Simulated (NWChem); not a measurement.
C2H6N, doublet; SMILES CC[NH]

```xyz
9

C      0.2529    -1.2027     0.0000
C     -0.4953     0.1167     0.0000
N      0.3825     1.2443     0.0000
H     -0.4399    -2.0576     0.0000
H      0.8985    -1.2794     0.8876
H      0.8985    -1.2794    -0.8876
H     -1.1825     0.1697    -0.8740
H     -1.1825     0.1697     0.8740
H     -0.2153     2.0830     0.0000
```
Atoms are numbered in this order, from 1.

Computed with NWChem. Pople sets run with spherical d functions. Spin-unrestricted. In the optimisation the excess spin sits in a" (Cs, its own frame). Coordinates come from a PBE0/def2-SVP, spin-unrestricted optimisation. No stability test was run on the SCF state.

For level PBE0/3-21G:

```yaml
highest occupied level (eV): -6.77
```

Estimate the same quantities for level PBE0/6-311++G**.

The highest occupied level (eV) is -7.70.
